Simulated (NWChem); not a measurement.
## Atomisation of hydrogen selenide (H$_{2}$Se)

```xyz
3

Se     0.0000     0.0000    -0.0580
H      1.0539     0.0000     0.9857
H     -1.0539     0.0000     0.9857
```
Charge 0, spin multiplicity 1.

The numbers come from NWChem runs, not from measurements. Structure: optimised with PBE/def2-SVP, a minimum by its harmonic frequencies.

Basis set: def2-TZVP. The atomisation energy is electronic alone: no zero-point, thermal, spin-orbit or counterpoise terms. No value is extrapolated to the basis-set limit. Free atoms are single determinants with multiplicities Se 3, H 2.

The Hamiltonian is non-relativistic. The stability of the SCF solutions was not checked. Open-shell Hartree-Fock references start from PBE0 orbitals.

Task: One of these methods gave an atomisation energy of 155.1 kcal/mol. Which?
A. HF
B. BP86
C. CAM-B3LYP
D. M06-2X

Result: D, M06-2X. The others give 162.3 (CAM-B3LYP), 110.4 (HF), 168.5 (BP86).
